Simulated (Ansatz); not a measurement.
Consider the ligand exchange at the Si–S bond: `C[O][AlH][S][SiH3]` + `OC[SiH2]Cl` → `[SiH3]OC[SiH2]Cl` + `C[O][AlH][SH]`.

Computed with Ansatz on PBE0-D4/def2-TZVP structures; ΔE is electronic, products minus reactants. CCSD(T)/CBS adds triple-zeta CCSD(T) − MP2 to the extrapolated MP2 energy (def2 sets, frozen cores). Functionals use def2-TZVPP. B3LYP here is the variant with VWN-RPA as its local correlation; programs differ in this. Each species was taken in one conformer, which may not be the lowest.

```tsv
level	ΔE (kcal/mol)	difference from CCSD(T)/CBS
PBE-D4	-2.9	3.3
r2SCAN-D4	-5.1	1.1
PBE0-D4	-3.4	2.8
B3LYP-D4	-6.8	-0.6
ωB97X-V	-6.3	-0.1
ωB97M-V	-6.2	0.0
B2PLYP	-8.0	-1.8
PBE	-3.7	2.5
r2SCAN	-5.2	1.0
PBE0	-4.2	2.0
B3LYP	-8.3	-2.1
HF/def2-TZVPP	-11.1	-4.9
MP2/def2-TZVPP	-6.6	-0.4
SCS-MP2/def2-TZVPP	-8.1	-1.9
CCSD/def2-TZVPP	-7.9	-1.7
CCSD(T)/def2-TZVPP	-7.2	-1.0
HF/def2-QZVPP	-11.4	-5.2
MP2/def2-QZVPP	-6.2	0.0
SCS-MP2/def2-QZVPP	-7.7	-1.5
HF/CBS(def2)	-11.5	-5.3
MP2/CBS(def2)	-5.7	0.5
CCSD/CBS(def2)	-7.0	-0.8
CCSD(T)/CBS	-6.2	0
```

Largest T1 diagnostic among the species: 0.012.

The D4 term adds +1.4 kcal/mol with B3LYP and +0.8 kcal/mol with PBE0; it sums over pairs of atoms, weighted by their polarisabilities, and B3LYP, whose exchange is more repulsive, gets the larger term. In def2-TZVPP, CCSD(T) changes the Hartree–Fock value by +3.9 kcal/mol (the triples alone add +0.8 kcal/mol) and MP2 by +4.4 kcal/mol.
